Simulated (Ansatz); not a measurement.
CH4ClF2NSi, SMILES `N[C@@H](F)[Si@@H](F)Cl` at its PBE0-D4/def2-TZVP geometry, where that method's forces vanish. Charge 0, multiplicity 1.

```xyz
10

N     0.6826    1.3029    0.1845
C     0.7221   -0.0964    0.1097
F     1.0207   -0.7274    1.3389
Si   -0.9295   -0.7554   -0.5303
F    -0.9603   -2.3365   -0.3965
Cl   -2.4267    0.0293    0.6130
H     1.5717    1.7300    0.4035
H    -0.0420    1.6549    0.7947
H     1.5245   -0.3971   -0.5739
H    -1.1631   -0.4042   -1.9437
```

Task: What forces (eV/Å) does B3LYP-D4/def2-TZVPP give on these atoms in Ansatz 0.2.0? (Best estimate.)

Result: Ansatz gave: 
```
N1   0.022  0.242  0.054
C2  -0.001 -0.066 -0.476
F3   0.100 -0.197  0.388
Si4  0.043  0.085 -0.243
F5   0.003 -0.209  0.008
Cl6 -0.169  0.084  0.124
H7  -0.007  0.030  0.001
H8   0.020  0.035 -0.003
H9  -0.038  0.020  0.060
H10  0.025 -0.025  0.087
```

B3LYP here is the variant with VWN-RPA as its local correlation; programs differ in this.
